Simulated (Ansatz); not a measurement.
Gas-phase reaction in SMILES: Br[SiH]Br -> Br[SiH-]Br (an electron is taken up)
Structures are relaxed separately at B3LYP-D3(BJ)/def2-TZVP in Ansatz (a first-principles code). Frequencies are from Ansatz.

Property: adiabatic electron affinity (0 K, with B3LYP-D3(BJ) harmonic zero-point energies), positive where the reaction releases energy, in eV. Correlated levels leave the core frozen unless marked. Open shells are spin-unrestricted. Spin-orbit coupling is left out. The frozen core is the preceding noble-gas configuration, with the filled d and f shells of earlier blocks. No relativistic terms. FCI takes restricted orbitals. Anions need diffuse functions: def2-D sets add few; the other sets have none. CBS marks a two-point X^-3 extrapolation of the correlation energy; Hartree-Fock from the larger set.

```tsv
level	program	adiabatic electron affinity (eV)
HF/def2-TZVPP	Ansatz	1.55
```

Problem. What does CCSD(T)/CBS(def2-TZVPPD,def2-QZVPPD) (Ansatz) give?

Solution. 2.61 eV
